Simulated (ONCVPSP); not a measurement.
**Transferability test, ONCV potential for lanthanum**

| Quantity | Value |
| --- | --- |
| Element | lanthanum |
| Generator | ONCVPSP 4.0.1 |
| Type | optimised norm-conserving Vanderbilt (ONCV) |
| Functional | PBE |
| Relativity | fully relativistic |
| Frozen core | [Kr] 4d10 |
| Valence charge | 11 |
| Reference configuration | 5s2 5p6 5d1 6s2 |
| Partial waves | 5s+6s: rc 3.00 bohr, ncon 5, nbas 8, qcut 3.5 1/bohr, 2 projectors; 5p: rc 2.45 bohr, ncon 4, nbas 7, qcut 4.6 1/bohr, 2 projectors, debl 0.7 Ha; 5d: rc 3.75 bohr, ncon 5, nbas 10, qcut 3.5 1/bohr, 2 projectors, debl 2 Ha; f scattering state at 0.27 Ha: rc 3.90 bohr, ncon 3, nbas 6, qcut 2.7 1/bohr, 3 projectors, debl 1 Ha |
| Local potential | polynomial inside 1.70 bohr (lpopt 4, dvloc0 6 Ha) |
| Core correction | polynomial model core, fcfact 0.55 |

Open shells are filled in proportion to 2j + 1.

In the p channel the program set the typed energies aside and used -0.795, 0.250 Ha (j = l + 1/2; the other j can differ). In the f channel the program set the typed energies aside and used -0.155, 0.845, 1.845 Ha (j = l + 1/2; the other j can differ).

Energies are relative to the spin-unpolarised reference configuration 5s2 5p6 5d1 6s2; without spin polarisation the order of configurations can differ from experiment.

```
valence configuration  charge  ΔE all-electron (eV)  error AE − PS (meV)
      5s2 5p6 5d1 6s1      +1                 5.966                 -1.6
      5s2 5p6 5d0 6s0      +3                35.790                  +31
      5s2 5p5 5d1 6s2      +1                27.048                  -27
```

**Question.** What are ΔE and the potential's error for 5s2 5p6 5d1 6s0?

**Answer.** ΔE = 16.852 eV all-electron; the error (AE − PS) is -12 meV.

Levels in the configuration 5s2 5p6 5d1 6s1:

```csv
level,all-electron (eV),pseudo (eV)
5s j=1/2,-44.693,-44.733
5p j=3/2,-27.423,-27.432
5p j=1/2,-29.938,-29.950
5d j=5/2,-8.419,-8.416
5d j=3/2,-8.633,-8.630
6s j=1/2,-8.342,-8.346
```
